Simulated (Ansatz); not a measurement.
One change: `FCN[SiH2][SiH3]` becomes `FCN[SiH3]`.

Ansatz, PBE0-D4/def2-TZVP geometries, multiplicity 1. Each molecule was computed in one conformer, which needn't be the lowest.

```tsv
property	`FCN[SiH2][SiH3]`
HOMO–LUMO gap (B3LYP/def2-TZVPP) / eV	6.84
LUMO energy (ωB97M-V/def2-TZVPP) / eV	1.61
HOMO–LUMO gap (PBE/def2-TZVPP) / eV	5.15
HOMO energy (PBE/def2-TZVPP) / eV	-6.10
HOMO–LUMO gap (ωB97M-V/def2-TZVPP) / eV	11.05
size of the dipole moment (B3LYP/def2-TZVPP) / D	1.75
```

Problem. Give the same properties after the change, and the shifts. (Estimate.)

Solution. The calculation gave: 
| property | `FCN[SiH3]` | shift |
| --- | --- | --- |
| HOMO–LUMO gap (B3LYP/def2-TZVPP) / eV | 7.65 | 0.81 |
| LUMO energy (ωB97M-V/def2-TZVPP) / eV | 1.92 | 0.31 |
| HOMO–LUMO gap (PBE/def2-TZVPP) / eV | 5.88 | 0.73 |
| HOMO energy (PBE/def2-TZVPP) / eV | -6.40 | -0.30 |
| HOMO–LUMO gap (ωB97M-V/def2-TZVPP) / eV | 12.04 | 0.99 |
| size of the dipole moment (B3LYP/def2-TZVPP) / D | 1.70 | -0.05 |

With PBE0 the HOMO falls by 0.47 eV and the LUMO rises by 0.43 eV, so the gap widens by about 0.90 eV. PBE moves the HOMO by -0.30 eV and ωB97M-V by -0.67 eV. Dipoles are sizes alone; their direction can turn.

B3LYP here is the variant with VWN-RPA as its local correlation; programs differ in this.
